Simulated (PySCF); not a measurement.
## How methods differ on the excitation energy of Ti+

Ti+ [Ar] 3d2 4s1 (4F) → Ti+ [Ar] 3d3 (4F), as a difference of total energies. All numbers are calculated (PySCF 2.14, no relativity, point nucleus, in def2-TZVPPD (6s6p4d2f1g, 67 functions)). Correlated levels: valence: [Ar] frozen. The calculations carry no spin-orbit coupling.

```csv
method,excitation energy (eV),difference from reference (eV)
UHF,0.475,+0.368
MP2 (valence),0.225,+0.118
SCS-MP2 (valence),0.392,+0.285
CCSD (valence),0.172,+0.065
CCSD(T) (valence),0.167,+0.060
```

Reference: 0.107 eV (measured; NIST levels, between the centres of gravity of the two terms).

These non-relativistic numbers lack the scalar-relativistic shift.

Errors of the correlated levels include the incompleteness of this basis and the frozen core.
